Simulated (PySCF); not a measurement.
A structure optimised at B3LYP-D3(BJ)/def2-SVP, used in a PySCF frequency run:

```xyz
4

Sn     0.0000     0.0000    -0.7108
O      0.0000     0.0000    -2.5594
Br     0.0000    -1.9840     0.8002
Br     0.0000     1.9840     0.8002
```
Charge 0, spin multiplicity 1.

### Question
Write its SMILES, formula and point group.

### Answer
[O]=[Sn]([Br])[Br], Br₂OSn, C2v

### Question
What are its rotational constants (standard atomic weights)?

### Answer
1.8923, 0.80342, 0.56397 GHz
